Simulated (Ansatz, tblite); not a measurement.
Breaking a bond: Al2(mu-OMe)2(OH)4, C2H10Al2O6, singlet. The O3–C17 bond (O3 also carries Al, Al; C17 carries H, H, H) is pulled apart rigidly from the PBE0/def2-SVP optimised geometry. Each curve is given relative to its own lowest point near equilibrium.

```tsv
R / Å	A	B	C
1.17	177.7	187.2	153.0
1.23	88.8	96.6	76.3
1.34	11.6	15.2	9.8
1.38	2.3	4.2	1.8
1.42	0.0	0.0	0.0
1.45	2.0	0.5	1.9
1.52	16.1	11.1	15.0
1.59	39.6	30.9	37.0
1.73	101.8	85.6	96.1
1.87	171.4	147.6	164.6
2.06	263.6	229.7	257.9
2.34	380.1	331.4	372.6
2.63	472.4	406.8	453.7
2.99	552.0	464.4	510.5
3.44	609.8	501.6	540.5
4.11	649.4	524.7	551.4
```

Energies in kJ/mol.

Task: Match the curves with the methods GFN2-xTB, 300 K electronic temperature (tblite); restricted PBE/def2-SVP (Ansatz, an electronic-structure program); restricted PBE0/def2-SVP run with Ansatz.

Result: A is RKS-PBE0; B is RKS-PBE; C is GFN2-xTB.

The restricted form behind RKS-PBE, RKS-PBE0 keeps the bonding electrons paired and can't separate into open-shell fragments.
